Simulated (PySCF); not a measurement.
Br2ClHOSi, SMILES [Si](O)(Br)(Cl)Br. Atoms are numbered in the order given.

```xyz
6

O     -1.6273    -0.7046    -1.1161
Si    -0.4514    -0.3240    -0.0414
Cl    -0.6851    -1.3714     1.7039
Br     1.4524    -0.8568    -0.9801
Br    -0.4948     1.8271     0.4494
H     -2.5337    -0.4742    -0.8838
```
Charge 0, spin multiplicity 1.

Coordinates come from a PBE0-D3(BJ)/def2-SVP optimisation. The structure was generated by enumeration, and PubChem lists no compound with its InChIKey, so it may never have been made. The values are those of a single conformer.

Two levels are set side by side: PBE/pcSseg-1 (PySCF) and B3LYP/pcSseg-1 (PySCF). GIAO shifts against H2O (¹⁷O), HCl (³⁵Cl), TMS (²⁹Si), TMS (¹H) at the same level; non-relativistic, no solvent, atoms listed together averaged. Without spin–orbit terms, shifts of atoms bonded to Cl or Br come out too high at both levels. Differences are taken from unrounded values.

```tsv
quantity	B3LYP	PBE	PBE minus B3LYP
δ(¹⁷O) of O1 (ppm)	120.1	131.9	11.8
δ(²⁹Si) of Si2 (ppm)	17.5	15.0	-2.6
δ(³⁵Cl) of Cl3 (ppm)	202.7	235.3	32.6
δ(¹H) of H6 (ppm)	3.17	3.24	0.06
```

Rough cost on one machine, each run with all the roots and properties that it gave: B3LYP against PBE within a factor of 2.
